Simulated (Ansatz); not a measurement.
Wavefunction ladder for CH2BrNSi, SMILES `BrC1=N[SiH2]1`

Z-matrix (Å, degrees):
```
Si
C 1 1.776
N 1 1.804 2 41.3
H 1 1.475 2 121.7 3 -97.9
H 1 1.475 2 121.7 3 97.8
Br 2 1.881 1 159.7 3 -180.0
```

The species carries charge 0 and has multiplicity 1. Correlated methods include outer-core shells of Br, which these sets cover unevenly. Scalar relativity is left out up to krypton. All single points use the PBE0-D4/def2-TZVP geometry. Frozen core, restricted reference, Ansatz.

| basis | HF (Eh) | MP2 corr. | CCSD corr. | (T) | CCSD(T) total |
| --- | --- | --- | --- | --- | --- |
| def2-SVP | -2954.27909 | ? | ? | ? | ? |
| def2-TZVPP | ? | -0.74158 | -0.75895 | -0.03627 | ? |
| def2-QZVPP | -2954.87723 | -1.09083 | – | – | – |

Task: Fill in the withheld values. (An estimate is asked.)

Result: Ansatz gave: def2-SVP MP2 corr.: -0.61356; def2-SVP CCSD corr.: -0.63339; def2-SVP (T): -0.02356; def2-SVP CCSD(T) total: -2954.93604; def2-TZVPP HF (Eh): -2954.81457; def2-TZVPP CCSD(T) total: -2955.60979.
